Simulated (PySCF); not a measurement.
## `CCO[Si@H](C)C#N`, C4H9NOSi

Cartesian coordinates in Å; atom numbers follow the order of the lines, from 1:
```xyz
16

C     2.547    0.710    0.509
C     1.525   -0.166   -0.197
O     0.234    0.272    0.135
Si   -1.217   -0.298   -0.286
C    -2.441    0.752    0.695
C    -1.376   -2.099    0.227
N    -1.441   -3.201    0.534
H     3.552    0.388    0.250
H     2.416    0.639    1.585
H     2.416    1.747    0.211
H     1.642   -1.213    0.105
H     1.658   -0.110   -1.285
H    -1.427   -0.318   -1.738
H    -2.298    0.646    1.766
H    -3.459    0.456    0.465
H    -2.337    1.804    0.450
```

Computed with PySCF 2.14.0, GIAO B97-2/pcSseg-1 magnetisability, rotational g tensor and spin-rotation constants, non-relativistic, gas phase. Geometry: GFN2-xTB.

Q: Give the nuclear spin-rotation constants along the inertial axes (H = +C I·J) beside the isotropic shieldings.

A: Rotational constants 2.8675, 1.3374, 1.0002 GHz. A star marks the isotopologue with that one atom substituted, in its own axes.
```tsv
atom	isotope	Caa (kHz)	Cbb (kHz)	Ccc (kHz)	mean (kHz)	σ (ppm)
N7	14N	0.556	0.135	0.245	0.312	-82.1
H8	1H	-0.131	-0.066	-0.109	-0.102	30.7
H9	1H	-0.299	-0.157	0.029	-0.142	30.2
H10	1H	-0.251	0.001	-0.107	-0.119	30.3
H11	1H	-0.221	0.027	-0.090	-0.095	27.7
H12	1H	-0.268	-0.145	0.050	-0.121	27.9
H13	1H	-0.261	-0.123	0.049	-0.111	26.9
H14	1H	-0.351	-0.146	0.017	-0.160	31.1
H15	1H	-0.017	-0.142	-0.116	-0.092	31.8
H16	1H	-0.249	-0.025	-0.114	-0.129	31.3
C1	13C*	0.388	0.197	0.153	0.246	165.6
C2	13C*	0.590	0.257	0.231	0.359	123.0
O3	17O*	-0.285	-0.109	-0.078	-0.157	291.8
Si4	29Si*	-1.533	-0.811	-0.591	-0.978	396.0
C5	13C*	0.293	0.160	0.120	0.191	186.5
C6	13C*	0.968	0.201	0.420	0.529	63.3
```
For the geometry as given, no vibrational averaging.

Q: How do the rotational constants and the g tensor change when H8, H9, H10, H11, H12, H13, H14, H15, H16 are replaced by deuterium?

A: Constants 2.4304, 1.1504, 0.8752 GHz; g -0.0210, -0.0080, -0.0105, against -0.0226, -0.0099, -0.0118 before.
